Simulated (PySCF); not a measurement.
**Magnetisability: (KH)3 ring**

Geometry (Å), atoms numbered from 1 in this order:
```xyz
6

K     1.6648    1.1532   -0.5104
H    -0.0822    1.1240   -1.3918
K    -1.7601    0.1572   -1.1139
H    -1.4287   -0.9882    0.4398
K     0.0954   -1.3100    1.6237
H     1.5108   -0.1361    0.9526
```

Method: PySCF 2.14.0, GIAO OLYP/def2-SVP (def2-TZVP on K) magnetisability, rotational g tensor and spin-rotation constants, non-relativistic, gas phase. Geometry: GFN2-xTB.

The bonding changed while the geometry was optimised; results refer to the coordinates, not to the name.

Question: What are the magnetisability and the molar susceptibility?

Answer: Isotropic -880 × 10⁻³⁰ J/T², or -53.0 × 10⁻⁶ cm³/mol; principal values -957, -957, -727 × 10⁻³⁰ J/T², anisotropy 230 × 10⁻³⁰ J/T² (root of half the summed squared differences of the principal values). The susceptibility is in cgs units.

Question: Split it along the inertial axes a, b, c into diamagnetic and paramagnetic parts about the centre of mass, with the quadrupole moment.

Answer: 
| axis | χ (10⁻⁶ cm³/mol) | diamagnetic (10⁻⁶ cm³/mol) | paramagnetic (10⁻⁶ cm³/mol) | summed x² of all electrons (Å²) | quadrupole Θ (D Å) |
| --- | --- | --- | --- | --- | --- |
| a | -57.6 | -621.8 | 564.2 | 137.7 | +0.55 |
| b | -57.6 | -621.8 | 564.2 | 137.7 | +0.55 |
| c | -43.8 | -1168.7 | 1124.9 | 8.8 | -1.10 |

Anisotropies 2χaa − χbb − χcc = -13.8 and 2χbb − χaa − χcc = -13.8 × 10⁻⁶ cm³/mol. Θ is traceless in Buckingham's convention.

Question: And the rotational g tensor?

Answer: 
```tsv
axis	rotational constant (GHz)	g	nuclear part	electronic part
a	1.9456	-0.0149	0.5008	-0.5157
b	1.9448	-0.0149	0.5006	-0.5154
c	0.9726	-0.0133	0.5007	-0.5140
```
Oblate top; isotopes 1H, 39K; no vibrational averaging.
